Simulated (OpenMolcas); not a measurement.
Dy3+ among 3 point charges of -0.5 e arranged as a planar triangle (D3h), 2.78 Å from the ion.

- Program: OpenMolcas 26.06
- Method: CASSCF
- Basis: ANO-RCC-VDZP [7s6p4d2f1g]
- Scalar Hamiltonian: DKH2, point nucleus
- Active space: 9 electrons in 7 orbitals (4f)
- State averaging: 2S+1 = 6 odd, 21 roots; 2S+1 = 4 odd, 115 roots kept (CI in the orbitals of an earlier block, 108 in the spin-orbit step); 2S+1 = 2 odd, 82 roots kept (CI in the orbitals of an earlier block, 40 in the spin-orbit step)
- Spin-orbit coupling: RASSI with atomic mean-field integrals over the reference wave functions

What is the spin-free ground state (labels of D3, the rotations of D3h)?

6A2, 1-fold in its orbital part, 100 % from free-ion H terms; it has the highest spin that f9 allows.

Where is the first state of the same spin?

6E at 16.8 cm-1 above the ground state.

What are the lowest two levels with spin-orbit coupling?

A 2-fold level E1/2 with g = 1.34, 10.62, 10.62, then a 2-fold level E3/2 13.8 cm-1 above it. Their leading multiplicities are 6 (95 %) and 6 (95 %).

What is χT at 300 K, and how does it compare with the textbook value?

Hund's rules give f9 the level 6H15/2 with g = 1.333, so an isolated free-ion multiplet has χT = g² J(J+1) / 8 = 14.167 cm3 K/mol. The computed 14.035 at 300 K differs by -1 %, through the field's splitting, the mixing of terms and any other multiplet in reach.

High states are left out of the spin-orbit mixing, which shifts the levels that they would mix with. Point charges carry no covalency, so the field is a model and not that of real ligands. The first state left out of the spin-orbit step lies near 43000 cm-1 above the lowest spin-free state of the reference (among the parities and spins computed), and the lists stop at four fifths of that energy or lower. No measured value stands beside these numbers.
